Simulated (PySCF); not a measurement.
Ag2, charge +1, doublet, geometry from GFN2-xTB of the parent state (such geometries of metal compounds can be far from the true shape) (a state made from the parent by changing its charge; the spin is typed, not shown lowest) (core potentials on Ag); HF/def2-SVP (PySCF).

Input for PySCF:
```python
from pyscf import gto, scf

mol = gto.Mole()
mol.atom = '''
    Ag   -0.000000   -0.000000   -1.296451
    Ag    0.000000    0.000000    1.296451
'''
mol.basis = 'def2-svp'
mol.ecp = {'Ag': 'def2-svp'}
mol.charge = 1
mol.spin = 1
mol.verbose = 4
mol.build()

mf = scf.UHF(mol)
mf.kernel()
```

### Question
What does PySCF print? Leave out banner, timings and long lists.

### Answer

```
PySCF version 2.14.0

[INPUT] verbose = 4
[INPUT] num. atoms = 2
[INPUT] num. electrons = 37
[INPUT] charge = 1
[INPUT] spin (= nelec alpha-beta = 2S) = 1
[INPUT] symmetry False subgroup None
[INPUT] Mole.unit = angstrom
[INPUT] Symbol           X                Y                Z      unit          X                Y                Z       unit  Magmom
[INPUT]  1 Ag     0.000000000000   0.000000000000  -1.296451000000 AA    0.000000000000   0.000000000000  -2.449937323918 Bohr   0.0
[INPUT]  2 Ag     0.000000000000   0.000000000000   1.296451000000 AA    0.000000000000   0.000000000000   2.449937323918 Bohr   0.0

nuclear repulsion = 73.6753541561231
number of shells = 22
number of NR pGTOs = 114
number of NR cGTOs = 62
basis = def2-svp
ecp = {'Ag': 'def2-svp'}

******** <class 'pyscf.scf.uhf.UHF'> ********
method = UHF
initial guess = minao
damping factor = 0
level_shift factor = 0
DIIS = <class 'pyscf.scf.diis.CDIIS'>
diis_start_cycle = 1
diis_space = 8
diis_damp = 0
SCF conv_tol = 1e-09
SCF conv_tol_grad = None
SCF max_cycles = 50
direct_scf = True
direct_scf_tol = 1e-13
number electrons alpha = 19  beta = 18
Set gradient conv threshold to 3.16228e-05
init E= -265.906751301893

cycle= 1 E= -291.411339881992  delta_E= -25.5  |g|= 1.16  |ddm|= 2.94
cycle= 2 E= -291.820957335697  delta_E= -0.41  |g|= 0.639  |ddm|= 1.86
cycle= 3 E= -291.968073789923  delta_E= -0.147  |g|= 0.0321  |ddm|= 0.59
cycle= 4 E= -291.968754038625  delta_E= -0.00068  |g|= 0.0055  |ddm|= 0.0621
cycle= 5 E= -291.968802035246  delta_E= -4.8e-05  |g|= 0.00187  |ddm|= 0.0207
cycle= 6 E= -291.968809030103  delta_E= -6.99e-06  |g|= 0.000804  |ddm|= 0.00689
cycle= 7 E= -291.968810164495  delta_E= -1.13e-06  |g|= 0.000291  |ddm|= 0.00246
cycle= 8 E= -291.96881043565  delta_E= -2.71e-07  |g|= 5.97e-05  |ddm|= 0.00208
cycle= 9 E= -291.968810445514  delta_E= -9.86e-09  |g|= 1.87e-05  |ddm|= 0.00035
cycle= 10 E= -291.968810446532  delta_E= -1.02e-09  |g|= 6.07e-06  |ddm|= 9.66e-05
cycle= 11 E= -291.968810446648  delta_E= -1.16e-10  |g|= 1.36e-06  |ddm|= 3.85e-05
Extra cycle  E= -291.968810446652  delta_E= -4.04e-12  |g|= 7.25e-07  |ddm|= 3.39e-06
converged SCF energy = -291.968810446652  <S^2> = 0.75961714  2S+1 = 2.0095941
```
